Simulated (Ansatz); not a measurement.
Calculated with Ansatz (gas phase, PBE0-D4/def2-TZVP geometries, no zero-point term in ΔE). CCSD(T)/CBS adds triple-zeta CCSD(T) − MP2 to the extrapolated MP2 energy (def2 sets, frozen cores). This one scheme is used for every species. Functionals use def2-TZVPP. Open shells (•) are unrestricted, without spin–orbit coupling. One conformer a species, not always the lowest.

`[OH][Al]([OH])[SH]` → `[OH][Al][OH]`• + `[SH]`•  (homolysis of the Al–S bond)

`[OH][Al]([OH])[SH]`:

Z-matrix (Å, degrees):
```
Al
O 1 1.687
S 1 2.166 2 116.6
O 1 1.690 2 125.9 3 -180.0
H 2 0.954 1 126.3 3 -180.0
H 3 1.345 1 91.4 2 -180.0
H 4 0.955 1 125.7 2 0.1
```

`[OH][Al][OH]`•:

Cartesian coordinates in Å:
```
O -0.791 1.389 -0.318
Al -0.325 -0.191 -0.721
O 0.668 -1.060 0.356
H -0.516 1.816 0.494
H 0.963 -1.954 0.189
```

`[SH]`•:

Z-matrix (Å, degrees):
```
S
H 1 1.346
```

| species | PBE-QIDH energy (Eh) |
| --- | --- |
| `[OH][Al]([OH])[SH]` | -792.52914 |
| `[OH][Al][OH]`• | -393.84896 |
| `[SH]`• | -398.52664 |

Question: Work out ΔE.

Answer: ΔE = (-393.84896) + (-398.52664) − (-792.52914) = 0.15354 Eh = +403.1 kJ/mol. CCSD(T)/CBS gives +411.3 kJ/mol.

Largest T1 diagnostic among the species: 0.016.

Leaving LDA and LC-ωPBE aside and taking each functional with its dispersion term where it has one, the values, not all of them listed here, spread over 35.7 kJ/mol, from BLYP-D4 to ωB97M-V. LDA lies +53.5 kJ/mol from PBE without D4, its usual overbinding. From BLYP to BHLYP (50 % exact exchange), in def2-TZVPP and without D4, ΔE moves by +12.5 kJ/mol. The D4 term adds +9.5 kJ/mol with B3LYP and +5.2 kJ/mol with PBE0; it sums over pairs of atoms, weighted by their polarisabilities, and B3LYP, whose exchange is more repulsive, gets the larger term.

B3LYP here is the variant with VWN-RPA as its local correlation; programs differ in this.
